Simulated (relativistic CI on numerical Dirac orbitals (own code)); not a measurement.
**Ligand-field terms of d4**

Computed with a parametric ligand-field model of a d^n configuration (Racah B and C, spin-orbit zeta, crystal field), exact diagonalisation.

Field parameters in Wybourne normalisation: Td as Oh with Dq negative (B⁴₀ = 21Dq, B⁴₄ = √(5/14) B⁴₀). The field is a parameter set, without covalency.

B = 370 cm⁻¹, C = 1560 cm⁻¹ (C/B = 4.22), Td, no spin-orbit coupling. Tanabe-Sugano data, E/B above the lowest term (Δ = |10Dq|; b, c mark the second and third term of a kind):

```
 Δ/B   5T2     5E    3T1    3T2  3T1(b)    1A1    1T1
 1.0  0.00   1.00  20.62  20.92   21.56  30.45  30.88
 1.9  0.00   1.89  20.20  20.87   21.81  29.22  30.26
 2.8  0.00   2.81  19.62  20.73   21.89  27.76  29.52
 3.7  0.00   3.70  18.98  20.51   21.91  26.27  28.77
 4.6  0.00   4.59  18.27  20.24   21.91  24.73  27.99
 5.5  0.00   5.51  17.52  19.89   21.91  23.10  27.17
 6.4  0.00   6.41  16.76  19.50   21.92  21.50  26.36
 7.3  0.00   7.30  15.98  19.05   21.92  19.88  25.55
 8.2  0.00   8.19  15.20  18.57   21.93  18.25  24.72
 9.1  0.00   9.11  14.38  18.03   21.93  16.55  23.87
10.0  0.00  10.00  13.57  17.47   21.93  14.89  23.03
10.9  0.00  10.89  12.76  16.88   21.94  13.22  22.20
11.8  0.00  11.81  11.92  16.25   21.94  11.49  21.33
12.7  0.00  12.70  11.09  15.62   21.94   9.80  20.48
13.6  0.00  13.59  10.27  14.96   21.95   8.11  19.63
14.5  0.00  14.49   9.44  14.29   21.95   6.42  18.78
15.4  0.00  15.41   8.58  13.58   21.95   4.66  17.90
16.3  0.00  16.30   7.74  12.87   21.96   2.96  17.04
17.2  0.00  17.19   6.90  12.16   21.96   1.25  16.18
18.1  0.52  18.63   6.54  11.92   22.48   0.00  15.81
19.0  2.23  21.23   7.42  12.90   24.20   0.00  16.67
19.9  3.95  23.85   8.29  13.88   25.92   0.00  17.52
20.8  5.73  26.54   9.19  14.87   27.70   0.00  18.41
21.7  7.46  29.16  10.06  15.83   29.43   0.00  19.27
```

The ground term changes from 5T2 to 1A1 between Δ/B = 17.2 and 18.1.
